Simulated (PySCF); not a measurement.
Structure problem from calculated spectra and properties.

Formula: C7H13; charge +1.

| Quantity | Value |
| --- | --- |
| UV, first state | lowest singlet excitation: 4.80 eV (258 nm, f = 0.004) [TDDFT CAM-B3LYP/def2-SVPD] |
| 13C NMR | chemical shifts (computed TMS as zero) by class: 341.1 (1 C), 63.0 (2 C), 49.7 (1 C), 26.8 (2 C), 23.0 (1 C) ppm [GIAO PBE0/pcSseg-1] |
| Polarisability | 75.5 au [CAM-B3LYP/def2-SVPD] |
| Triplet | lowest triplet excitation (Tamm–Dancoff): 4.45 eV [TDA CAM-B3LYP/def2-SVPD] |
| Rotational structure | rotational constants A, B, C: 4.319, 2.252, 1.606 GHz [PBE0-D3(BJ)/def2-SVP] |
| Couplings | largest of the computed one-bond spin–spin couplings (means over like bonds): 13C–1H +141.0 (×4), 13C–1H +139.5 (×3), 13C–1H +137.9 (×2), 13C–1H +130.3 (×4), 13C–13C +34.8, 13C–13C +34.1 (×2), 13C–13C +34.0 (×2), 13C–13C +31.1 (×2) Hz [B3LYP/pcJ-1, spin–dipole term left out] |
| 1H NMR | chemical shifts (computed TMS as zero) by class: 3.78 (3 H), 3.76 (4 H), 2.31 (4 H), 2.10 (2 H) ppm [GIAO PBE0/pcSseg-1] |
| UV, strongest line | among the 10 lowest singlet transitions: S8 at 7.47 eV (166 nm, f = 0.181) [TDDFT CAM-B3LYP/def2-SVPD] |
| Valence photoelectron | vertical ionisation energy: 15.87 eV [ΔSCF CAM-B3LYP/def2-SVPD] |

Gas-phase values; electronic properties from PySCF, density fitting. Levels stand in brackets. One conformer (not necessarily the lowest) at the PBE0-D3(BJ)/def2-SVP geometry, without solvent, vibrations or thermal averaging. NMR values are class means; diastereotopic atoms form classes of their own.

Problem. Give a SMILES that accounts for the data.

Solution. Numbering: `[CH3:1][C+:2]1[CH2:3][CH2:4][CH2:5][CH2:6][CH2:7]1`. 7 carbons fall into 5 classes; from least to most shielded: formal carbocation centre [C2] (341.1 ppm), ring CH2 carbon [C3/C7] (63.0 ppm, 2 C), methyl carbon [C1] (49.7 ppm), ring CH2 carbon [C4/C6] (26.8 ppm, 2 C), ring CH2 carbon [C5] (23.0 ppm). Hydrogen classes from least to most shielded: 3 H on a methyl carbon, C1 (3.78 ppm, a mean of values up to 0.6 ppm apart in this geometry), 4 H on 2 ring CH2 carbons, C3/C7 (3.76 ppm, a mean of values up to 1.3 ppm apart in this geometry), 4 H on 2 ring CH2 carbons, C4/C6 (2.31 ppm), 2 H on a ring CH2 carbon, C5 (2.10 ppm, a mean of values up to 0.5 ppm apart in this geometry). The couplings run between: +141.0 Hz, ring CH2 carbon [C4] and its hydrogen (with 3 like pairs); +139.5 Hz, methyl carbon [C1] and its hydrogen (with 2 like pairs); +137.9 Hz, ring CH2 carbon [C5] and its hydrogen (with 1 like pair); +130.3 Hz, ring CH2 carbon [C3] and its hydrogen (with 3 like pairs); +34.8 Hz, methyl carbon [C1] and formal carbocation centre [C2]; +34.1 Hz, ring CH2 carbon [C4] and ring CH2 carbon [C5] (with 1 like pair); +34.0 Hz, ring CH2 carbon [C3] and ring CH2 carbon [C4] (with 1 like pair); +31.1 Hz, formal carbocation centre [C2] and ring CH2 carbon [C3] (with 1 like pair). The optimised geometry has point group Cs and is an asymmetric top. Structure: `C1CC[C+](CC1)C`. Computed isomers that give other values at the same levels: `C[C+]1CCC[C@H]1C` (rotational constant A: 3.341 GHz; this holds for the one conformer computed). The assignments are read from this structure; whether some other isomer fits the data as well wasn't checked.
